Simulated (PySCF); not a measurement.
Delta-SCF ions had no search for a lower state. Excitations are Tamm–Dancoff values on a coarser integration grid. The basis has no diffuse functions, so Rydberg states are missing or too high.

**H₅FSi₃, SMILES `[SiH2]([SiH]=[SiH2])F` (F–Si–Si–Si torsion 1°) (charge 0, multiplicity 1)**

The numbers are results of ωB97X-D3(BJ)/def2-TZVP in PySCF, not measurements.

```
Property                                                        Value
-------------------------------------------  ------------------------
HOMO                                                         -8.17 eV
dipole moment                                                  1.12 D
LUMO                                                         -0.13 eV
HOMO–LUMO gap                                                 8.03 eV
S1 excitation (TDA)                                           4.05 eV
S1 oscillator strength                                          0.001
brightest of the four lowest singlets (TDA)                   4.25 eV
T1 excitation (TDA)                                           2.00 eV
S1–T1 gap (TDA)                                               2.05 eV
vertical ionisation energy (Delta-SCF)                        7.98 eV
total energy                                             -971.4824 Ha
cost                                         roughly 2.2 core-minutes
```

```xyz
9

F     -1.4648    -1.6335     0.1920
Si    -1.7246    -0.0545     0.0126
Si     0.3607     0.9283    -0.0835
Si     2.0407    -0.3503     0.0364
H     -2.5133     0.1431    -1.2261
H     -2.5260     0.4150     1.1672
H      0.5040     2.3924    -0.2277
H      1.8788    -1.8091     0.1792
H      3.4439     0.1080    -0.0070
```
